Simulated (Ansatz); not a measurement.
Ansatz (a first-principles code) input (B2PLYP/def2-TZVPD):

Ansatz 0.2 input:
```yaml
crystal:
  periodic: [false, false, false]
  atoms:
    - {symbol: Be, position_ang: [0.00000000, 0.00000000, -0.00000000]}
    - {symbol: C, position_ang: [-0.27352478, -0.59035674, 1.55645069]}
    - {symbol: C, position_ang: [0.05687014, -2.08050784, 1.77891355]}
    - {symbol: H, position_ang: [-1.32375813, -0.41033061, 1.82279788]}
    - {symbol: H, position_ang: [0.29999787, 0.01645359, 2.27002852]}
    - {symbol: H, position_ang: [-0.14217595, -2.39927100, 2.80577829]}
    - {symbol: H, position_ang: [-0.53203519, -2.72589456, 1.12252770]}
    - {symbol: H, position_ang: [1.10878650, -2.29462485, 1.57445874]}
    - {symbol: C, position_ang: [0.27352478, 0.59035674, -1.55645069]}
    - {symbol: C, position_ang: [-0.05687014, 2.08050784, -1.77891355]}
    - {symbol: H, position_ang: [-0.29999787, -0.01645359, -2.27002852]}
    - {symbol: H, position_ang: [1.32375813, 0.41033061, -1.82279788]}
    - {symbol: H, position_ang: [0.14217595, 2.39927100, -2.80577829]}
    - {symbol: H, position_ang: [-1.10878650, 2.29462485, -1.57445874]}
    - {symbol: H, position_ang: [0.53203519, 2.72589456, -1.12252770]}
basis:
  gaussian:
    orbitals: def2-TZVPD
hamiltonian:
  xc: {name: B2PLYP}
magnetization: {spin_polarized: false}
correlation: {electrons: outside_noble_gas}
```

End of the output:

```
integrals: 0.59 GiB planned
1871 factors; integrals over basis functions are off by at most 7.9e-4 eV
0.36 GiB of the device are held for the grids
1.24 GiB of device memory are held for the factors and their scratch space
mean field: 1.64 GiB planned
mean field evaluation 1: about -4693.1702 eV, gradient 6.3e1 eV
mean field evaluation 2: about -4693.3898 eV, gradient 6.3e1 eV
mean field evaluation 4: about -4702.6127 eV, gradient 2.9e0 eV
mean field evaluation 8: about -4702.6384 eV, gradient 7.9e-2 eV
mean field evaluation 16: about -4702.6385 eV, gradient 1.2e-4 eV
mean field -4702.63846228 eV, -172.8187759261 hartree, gradient 2.5e-6 eV, S^2 0.000000; 0 other end points of the search recorded, 0 dependent functions left out
5 core orbitals not correlated
reference -4702.63869018 eV, -172.8187843012 hartree; 14, 14 occupied and 241, 241 virtual orbitals, 1871 factors
second order -24.09895503 eV of doubles, -0.00000000 eV of singles
Total energy: -4709.14540804 eV, -173.0579017721 hartree
```
